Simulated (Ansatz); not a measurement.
C2H10N3Y, SMILES `C[N](C)[Y]([NH2])[NH2]`, relaxed with RKS PBE0-D4/def2-TZVP in the Gaussian-basis code of Ansatz from a GFN2-xTB geometry. The force threshold is 0.005 eV/Å; the program also tests the step.

Charge 0, multiplicity 1. Y takes the def2 core potential.

Start:

```xyz
16

C     0.385    1.450    0.804
N     0.070    0.989   -0.543
C     1.290    1.019   -1.337
Y    -0.988   -0.886   -0.393
N     0.454   -2.468   -0.151
N    -2.530   -0.694    1.113
H    -0.524    1.492    1.414
H     1.129    0.798    1.307
H     0.815    2.461    0.755
H     1.078    0.742   -2.373
H     2.074    0.352   -0.936
H     1.699    2.040   -1.337
H     0.159   -3.407    0.120
H     1.178   -2.618   -0.855
H    -3.211   -1.436    1.282
H    -3.078    0.167    1.131
```

Problem. By how much does the energy fall, and how many steps does the optimiser take? (Best estimate.)

Solution. Computed: 72.28 kJ/mol, in 23 steps, 3 of them rejected.

Problem. Which bonds change most? (Estimate.)

Solution. Computed: C1–N2 from 1.458 to 1.439 Å; N2–C3 from 1.455 to 1.439 Å.

Problem. Give the relaxed structure. (An estimate is asked.)

Solution. The calculation gave: 
```xyz
16

C     0.252    2.007    0.577
N     0.526    0.760   -0.087
C     1.711    0.844   -0.898
Y    -0.688   -1.003    0.113
N    -0.153   -2.801   -0.949
N    -2.437   -0.961    1.372
H    -0.653    1.934    1.194
H     1.073    2.317    1.246
H     0.092    2.836   -0.132
H     1.913   -0.110   -1.401
H     2.609    1.093   -0.308
H     1.629    1.612   -1.686
H    -0.648   -3.685   -0.931
H     0.639   -2.938   -1.565
H    -3.081   -1.725    1.541
H    -2.785   -0.179    1.914
```
